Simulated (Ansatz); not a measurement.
Two members of one family (Series CuX(AsH3)), computed with Ansatz in the gas phase. A negative affinity means that the extra electron isn't bound at that geometry and level; within about 0.2 eV of zero the sign isn't settled. Binding counts from free atoms in the multiplicity of their measured ground term, without zero-point energy. Names give formal oxidation states. A dash marks a value that wasn't run or was left out as unsound. The structures are stationary points that may keep the symmetry of their start. Remarks come from the PBE and PBE0 runs and from stability tests at other levels; not every state was tested. A HOMO above zero means that the electron is unbound at that level and held by the basis, or that self-interaction error raises the level; the energy of removing that electron tells which. HOMO above LUMO (over both spins in singlets and doublets, within one spin in higher multiplets; at PBE or PBE0), or a gap under 0.15 eV within one spin, warns that the state may not be the lowest or that an electron is smeared out.

First: Cu(AsH3)(NH2) (singlet, charge 0, PBE0-D4/def2-SVP geometry).

Cartesian coordinates in Å:
```
Cu -0.614 0.066 0.141
As 1.604 -0.300 -0.198
H 2.620 0.255 0.776
H 2.281 0.196 -1.456
H 2.154 -1.709 -0.249
N -2.383 0.287 0.525
H -3.008 -0.056 -0.206
H -2.654 1.261 0.666
```

```json
{"level": "PBE-D4/def2-TZVP", "HOMO (eV)": "-4.12", "LUMO (eV)": "-1.31", "gap (eV)": "2.80", "vertical IE (eV)": "7.40", "vertical EA (eV)": "–", "vertical triplet (eV)": "3.55", "binding per atom (eV)": "2.71"}
{"level": "r2SCAN-D4/def2-TZVP", "HOMO (eV)": "-4.27", "LUMO (eV)": "-1.13", "gap (eV)": "3.13", "vertical IE (eV)": "7.26", "vertical EA (eV)": "–", "vertical triplet (eV)": "3.57", "binding per atom (eV)": "2.67"}
{"level": "r2SCAN-D4/def2-TZVPD", "HOMO (eV)": "-4.44", "LUMO (eV)": "-1.34", "gap (eV)": "3.10", "vertical IE (eV)": "–", "vertical EA (eV)": "-0.51", "vertical triplet (eV)": "–", "binding per atom (eV)": "2.69"}
{"level": "PBE0-D4/def2-SVP", "HOMO (eV)": "-4.74", "LUMO (eV)": "-0.29", "gap (eV)": "4.45", "vertical IE (eV)": "–", "vertical EA (eV)": "–", "vertical triplet (eV)": "–", "binding per atom (eV)": "2.63"}
{"level": "PBE0-D4/def2-TZVPD", "HOMO (eV)": "-5.38", "LUMO (eV)": "-0.80", "gap (eV)": "4.58", "vertical IE (eV)": "–", "vertical EA (eV)": "-0.52", "vertical triplet (eV)": "–", "binding per atom (eV)": "2.63"}
```

Metal–donor distances: 1 × As 2.27 Å, 1 × N 1.82 Å. Remarks: HOMO above zero (-1 doublet).

Second: Cu(AsH3)(SiH3) (singlet, charge 0, PBE0-D4/def2-SVP geometry).

Cartesian coordinates in Å:
```
Cu 0.072 0.029 -0.009
As -2.168 -0.712 -0.127
H -2.638 -1.558 -1.289
H -3.305 0.284 -0.161
H -2.733 -1.588 0.968
Si 2.248 0.741 0.126
H 3.257 -0.365 0.310
H 2.526 1.683 1.271
H 2.740 1.486 -1.088
```

Question: Estimate the same table for the second.

Answer: 
```json
{"level": "PBE-D4/def2-TZVP", "HOMO (eV)": "-5.29", "LUMO (eV)": "-1.71", "gap (eV)": "3.58", "vertical IE (eV)": "8.13", "vertical EA (eV)": "–", "vertical triplet (eV)": "3.83", "binding per atom (eV)": "2.54"}
{"level": "r2SCAN-D4/def2-TZVP", "HOMO (eV)": "-5.39", "LUMO (eV)": "-1.54", "gap (eV)": "3.84", "vertical IE (eV)": "8.07", "vertical EA (eV)": "–", "vertical triplet (eV)": "3.71", "binding per atom (eV)": "2.57"}
{"level": "r2SCAN-D4/def2-TZVPD", "HOMO (eV)": "-5.39", "LUMO (eV)": "-1.71", "gap (eV)": "3.68", "vertical IE (eV)": "–", "vertical EA (eV)": "-0.15", "vertical triplet (eV)": "–", "binding per atom (eV)": "2.57"}
{"level": "PBE0-D4/def2-SVP", "HOMO (eV)": "-5.97", "LUMO (eV)": "-0.69", "gap (eV)": "5.28", "vertical IE (eV)": "–", "vertical EA (eV)": "–", "vertical triplet (eV)": "–", "binding per atom (eV)": "2.53"}
{"level": "PBE0-D4/def2-TZVPD", "HOMO (eV)": "-6.15", "LUMO (eV)": "-1.15", "gap (eV)": "5.00", "vertical IE (eV)": "–", "vertical EA (eV)": "-0.24", "vertical triplet (eV)": "–", "binding per atom (eV)": "2.50"}
```

Metal–donor distances: 1 × As 2.36 Å, 1 × Si 2.29 Å. Remarks: HOMO above zero (-1 doublet), gap within one spin near zero at PBE or PBE0 (-1 doublet).
